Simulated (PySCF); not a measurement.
**RhF₂⁺, quintet: structure and spectrum**

Method: UPBE0/[Rh def2-TZVP with ECP28, F def2-TZVP], scalar-relativistic core potentials, density fitting, no spin–orbit coupling, PySCF.

The structure is a minimum.

Z-matrix (Å, degrees; charge 1 multiplicity 5):
```
Rh
F  1 1.8022
F  1 1.8022 2 180.00
```

| Property | Result |
| --- | --- |
| Point group | D∞h |
| Bond lengths | Rh–F 1.802 Å (×2) |
| Bond angles | F–Rh–F 180.0° |
| Principal quadrupole moments (Buckingham, traceless) about the centre of mass | -5.77, 2.88, 2.88 D Å |
| Rotational symmetry number | 2 |
| Enthalpy at 298.15 K above 0 K | 13.50 kJ/mol |
| Heat capacity Cp at 298.15 K | 52.0 J/(mol K) |
| Principal polarisabilities | 15.1, 15.1, 48.9 bohr³ |
| Highest occupied level (α) | -17.20 eV |
| Zero-point energy | 9.5 kJ/mol |
| Entropy at 298.15 K and 1 bar (electronic part: spin only) | 287.6 J/(mol K) |
| Spin squared ⟨S²⟩ | 6.008 |
| Dipole moment about the centre of mass | 0.00 D |
| Rotational constants | 0.1366 cm⁻¹ |
| Lowest empty level (β) | -13.68 eV |

Harmonic modes (masses in u: Rh 102.906, F 18.998):
```
symmetry  ω (cm⁻¹)  IR (km/mol, summed over degenerate members)     type
      πu        58                                         40.2     bend
     σg+       682                                          0.0  stretch
     σu+       790                                          141  stretch
```

In D∞h the vibrations span πu + σg+ + σu+. The σg+ mode carries no infrared intensity, as symmetry demands. With a centre of inversion only u modes can be infrared active and only g modes Raman active.

Charges (e):
| atom | Mulliken | Löwdin | polar tensor | spin (Mulliken) | Mayer order to Rh1 |
| --- | --- | --- | --- | --- | --- |
| Rh1 | 1.54 | 1.22 | 1.90 | 3.15 | – |
| F2,3 | -0.27 | -0.11 | -0.45 | 0.42 | 1.02 |

Mulliken populations on Rh1 (electrons outside its core potential): s 2.38, p 6.14, d 6.93, f 0.01.

Outer orbital energies (eV). α occupied: -21.11, -20.13, -20.13, -20.11, -20.07, -18.08, -18.08, -17.20; empty: -7.47, -6.18, -6.18, -3.57. β occupied: -22.10, -20.10, -20.10, -19.20, -18.52, -18.46, -18.46; empty: -13.68, -13.07, -13.07, -12.54.

Formally Rh is in oxidation state +3, d6, with 4 unpaired electrons (the high-spin count). The Mulliken spin on Rh is 3.15. The polar-tensor charge on Rh, 1.90, is below the formal one.

Only a few start shapes were tried, so a lower isomer may exist. Open d and f shells are described by one determinant, and the ground state may have another occupation or spin.

The final relaxation and frequency run took roughly 110 core-seconds on a shared host.
